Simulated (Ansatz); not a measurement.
`CO[SiH2]S[SiH2]O` + `[SiH3][SiH2]S` → `O[SiH2]S[SiH2][SiH3]` + `CO[SiH2]S`  (ligand exchange at the Si–S bond)

Program: Ansatz. Geometries: PBE0-D4/def2-TZVP. ΔE: electronic, gas phase. CCSD(T)/CBS adds triple-zeta CCSD(T) − MP2 to the extrapolated MP2 energy (def2 sets, frozen cores). This one scheme is used for every species. Functionals use def2-TZVPP. One conformer a species, not always the lowest.

(1) Is it downhill or uphill in electronic energy at CCSD(T)/CBS, and by how much? (An estimate is asked.)

(2) What do these levels give: ωB97X-V, PBE0, SCS-MP2/def2-TZVPP, MP2/def2-QZVPP, HF/CBS(def2), MP2/CBS(def2)? (An estimate is asked.)

Largest T1 diagnostic among the species: 0.012.

Answers

(1) Ansatz gave: Uphill: ΔE = +13.9 kJ/mol.

(2) Ansatz gave: ωB97X-V 15.1, PBE0 12.0, SCS-MP2/def2-TZVPP 13.7, MP2/def2-QZVPP 14.6, HF/CBS(def2) 5.3, MP2/CBS(def2) 14.4 kJ/mol.

In def2-TZVPP, CCSD(T) changes the Hartree–Fock value by +8.8 kJ/mol (the triples alone add +1.6 kJ/mol) and MP2 by +9.4 kJ/mol. The D4 term adds +4.8 kJ/mol with B3LYP and +2.6 kJ/mol with PBE0; it sums over pairs of atoms, weighted by their polarisabilities, and B3LYP, whose exchange is more repulsive, gets the larger term.

B3LYP here is the variant with VWN-RPA as its local correlation; programs differ in this.
